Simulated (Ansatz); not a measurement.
Pulling on the B1–H2 bond in CH6BN (SMILES BNC) (multiplicity 1 held, fragments rigid). Energies count from the point at 1.193 Å.
Geometry at that point (charge 0, multiplicity 1):
```xyz
9

B     -0.17378     0.16936     1.35985
H     -1.04663     0.51555     2.09588
H      0.90497    -0.15003     1.76047
N     -0.42136     0.13750    -0.00246
C      0.50466    -0.25211    -1.05319
H     -1.33201     0.40682    -0.34423
H      0.67789     0.56737    -1.75578
H      0.12956    -1.11044    -1.61689
H      1.45669    -0.52593    -0.60231
```

Signs of static correlation in cc-pVDZ, with CASSCF(2,2), from Ansatz (a program for electronic structure) runs.

| R (Å) | T1 of restricted CCSD | ⟨S²⟩ of UHF | largest double amplitude of restricted CCSD | weight of the CASSCF reference in MRCISD | CASSCF natural occupations |
|---|---|---|---|---|---|
| 0.954 | 0.014 | 0.000 | 0.055 | 0.886 | 1.99 0.01 |
| 1.074 | 0.013 | 0.000 | 0.055 | 0.886 | 1.99 0.01 |
| 1.193 | 0.013 | 0.000 | 0.055 | 0.886 | 1.98 0.02 |
| 1.312 | 0.013 | 0.000 | 0.055 | 0.886 | 1.98 0.02 |
| 1.432 | 0.014 | 0.000 | 0.055 | 0.886 | 1.97 0.03 |
| 1.611 | 0.014 | 0.000 | 0.055 | 0.886 | 1.95 0.05 |
| 1.790 | 0.015 | 0.000 | 0.065 | 0.886 | 1.93 0.07 |
| 2.088 | 0.019 | [?] | 0.185 | 0.886 | 1.86 0.14 |
| 2.386 | 0.026 | 0.712 | 0.281 | 0.887 | 1.77 0.23 |
| 2.744 | 0.039 | 0.890 | [?] | 0.887 | 1.61 0.39 |
| 3.221 | 0.061 | 0.974 | 0.601 | 0.887 | 1.38 0.62 |
| 3.818 | 0.084 | 1.001 | 0.820 | 0.887 | 1.18 0.82 |

What belongs in the gaps?


- 2.088, ⟨S²⟩ of UHF: 0.371
- 2.744, largest double amplitude of restricted CCSD: 0.409

Doubts at one or more of the structures used: a restricted determinant that unrestricted orbitals would lower (R-CCSD(T)/cc-pVDZ); other coupled-cluster roots lie near (R-CCSD(T)/cc-pVDZ); T1 above 0.05 (R-CCSD(T)/cc-pVDZ, U-CCSD(T)/cc-pVDZ); a spin-contaminated determinant (U-CCSD(T)/cc-pVDZ); the program's own flag: other amplitudes (U-CCSD(T)/cc-pVDZ).
